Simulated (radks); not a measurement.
Q: The mean radii <r> (bohr) of the occupied orbitals of an atom or ion are listed with their occupations. Method: Dirac Kohn-Sham, LDA (Slater exchange, Perdew-Wang correlation), spin-unpolarised, spherical densities, finite nucleus; Fermi nuclear charge, rms radius of each element as measured or else 0.836 A^(1/3) + 0.57 fm; computed with a radial shooting solver on a logarithmic mesh with Libxc functionals.

orbital      occ.      <r>
1s1/2           2  0.04280
2s1/2           2   0.1895
2p1/2           2   0.1629
2p3/2           4   0.1668
3s1/2           2   0.5521
3p1/2           2   0.5571
3p3/2           4   0.5676
3d3/2           4   0.5853
3d5/2           6   0.5893
4s1/2           2    1.544
4p1/2    0.666667    1.742
4p3/2     1.33333    1.769

Name the element and its charge. Open shells, if any, are shared by 2j + 1.

A: Z = 35, bromine, charge +3: Br3+ in [Ar] 3d10 4s2 4p2. The 1s radius gives Z: for a bare nucleus <r> = (2 gamma + 1)/(2Z) with gamma = sqrt(1 - (Z/c)^2), 0.04191 bohr for Z = 35, and screening makes it slightly larger (0.04280 here). The occupations add up to 32, and the charge is Z minus that.
